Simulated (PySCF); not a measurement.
Gas-phase reaction: GeH2F2 + HF + SiH3F = H3SiGeH3 + 4 F

Computed with PySCF (xtb for GFN2) and rigid-rotor harmonic-oscillator thermochemistry at 1 bar. † marks an energy on the PBE0/def2-TZVP geometry and frequencies; other levels use their own. 6-31G* has spherical d functions here. Open shells (unrestricted): F (multiplicity 2, electronic degeneracy 6); the rest are closed-shell singlets. GFN2 has no spin-polarisation term. Spin-orbit splitting is ignored; it lowers the true energy and changes the entropy of F. B3LYP is the form with VWN-RPA correlation. Ge: all electrons, no relativistic terms. GeH2F2: computed as isolated molecules; such fragments, hydroxides, amides, oligomers or adducts are transient or little studied in the gas. The harmonic model lacks anharmonicity and excited electronic states, which grow with temperature; levels with a mode under 35 cm⁻¹ are left out. Internal rotation in H3SiGeH3 is treated as a harmonic vibration of one conformer, which makes the entropy rough.

```csv
level,"ΔE electronic, kJ","ΔH°(298 K), kJ","ΔS°(298 K), J/K","ΔG°(2500 K), kJ"
B3LYP/6-31G*,1531,1514,245,834
GFN2-xTB,1554,1544,245,881
PBE0/def2-QZVP†,1583,1566,245,886
PBE0/def2-TZVP,1566,1549,245,869
r2SCAN/def2-TZVP†,1602,1585,245,905
LDA/def2-TZVP†,1901,1884,245,1204
```
ΔH° is lowest at B3LYP/6-31G* and highest at LDA/def2-TZVP†. No reference value is set beside these.
